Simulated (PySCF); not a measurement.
Electron correlation in Mn²⁺ (manganese, charge +2)

[Ar] 3d4 4s1, high-spin 6D determinant (an excited configuration). All numbers are calculated (PySCF 2.14, the spin-free X2C one-electron Hamiltonian (Gaussian nucleus), in x2c-TZVPPall). Frozen: [Ar]; 5 electrons correlated.

```csv
level,correlation energy (mhartree)
CCSD,-55.38
(T),-0.43
CCSD(T),-55.81
```

Diagnostics: T1 = 0.0041, D1 = 0.0090, largest double amplitude 0.014.

Q: Is a single reference adequate?

A: Yes: T1 lies below 0.03 and no double amplitude reaches 0.07.
